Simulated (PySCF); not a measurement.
Species: `CC(=O)OC(=O)C[SiH2]O`. The columns A, B, C and D hold Mulliken, IAO, Hirshfeld and ESP-fitted charges (e) of one PBE0/pcSseg-1 density (PySCF), in a shuffled order. Coordinates in Å (GFN2-xTB); the density's dipole moment is (2.84, -3.17, 0.09) D.

| atom | x | y | z | A | B | C | D |
| --- | --- | --- | --- | --- | --- | --- | --- |
| C1 | 2.917 | 0.893 | -0.899 | -0.478 | -0.119 | -0.248 | -0.662 |
| C2 | 1.464 | 1.076 | -0.569 | +0.538 | +0.227 | +0.391 | +0.866 |
| O3 | 0.767 | 1.979 | -0.915 | -0.404 | -0.238 | -0.349 | -0.513 |
| O4 | 1.014 | 0.005 | 0.157 | -0.366 | -0.100 | -0.474 | -0.519 |
| C5 | -0.154 | 0.072 | 0.898 | +0.529 | +0.216 | +0.419 | +0.852 |
| O6 | -0.572 | 1.106 | 1.344 | -0.433 | -0.231 | -0.384 | -0.520 |
| C7 | -0.808 | -1.234 | 1.001 | -0.612 | -0.169 | -0.511 | -0.851 |
| Si8 | -2.328 | -1.078 | -0.193 | +1.054 | +0.421 | +0.881 | +0.803 |
| O9 | -3.094 | 0.296 | 0.144 | -0.794 | -0.306 | -0.551 | -0.695 |
| H10 | 3.087 | -0.114 | -1.271 | +0.174 | +0.058 | +0.146 | +0.194 |
| H11 | 3.221 | 1.630 | -1.635 | +0.174 | +0.060 | +0.146 | +0.182 |
| H12 | 3.502 | 1.022 | 0.010 | +0.177 | +0.063 | +0.151 | +0.198 |
| H13 | -1.189 | -1.384 | 2.007 | +0.184 | +0.062 | +0.180 | +0.246 |
| H14 | -0.141 | -2.042 | 0.724 | +0.176 | +0.051 | +0.168 | +0.238 |
| H15 | -1.819 | -1.105 | -1.563 | -0.156 | -0.081 | -0.115 | -0.144 |
| H16 | -3.252 | -2.155 | 0.125 | -0.139 | -0.074 | -0.119 | -0.122 |
| H17 | -2.624 | 1.043 | 0.524 | +0.375 | +0.160 | +0.269 | +0.447 |

Question: Which column most likely holds the ESP-fitted charges?

Answer: D. Σ q r misses the density's dipole by 0.06 D (D), 1.22 D (B), 1.95 D (A), 2.11 D (C). Charges fitted to the outside potential are the only set here that is tied to the molecule's multipoles.

Question: And the Hirshfeld charges?

Answer: B. The mean sizes are 0.155 e (B), 0.324 e (C), 0.398 e (A), 0.474 e (D), and Hirshfeld charges are commonly the smallest of these schemes.

As computed, A = IAO, B = Hirshfeld, C = Mulliken, D = ESP-fitted. Hydrogens on carbon: IAO +0.17 to +0.18, Hirshfeld +0.05 to +0.06, Mulliken +0.15 to +0.18, ESP-fitted +0.18 to +0.25 e.

The ESP scheme fits charges at the nuclei, held to the total charge, to the electrostatic potential on points at 1.4 to 2.0 times the van der Waals radii. The IAO scheme projects the occupied orbitals on a minimal set of polarised atomic orbitals and counts the electrons in each atom's part of it.

Isolated species at its GFN2-xTB geometry (one conformer only).

These values come from a run that also computed NMR shieldings. Time: 36 s; peak memory 1.0 GiB. Hardware: one thread, Arm Neoverse V1 (aarch64), shared host with 32 logical CPUs at a one-minute load of 20.
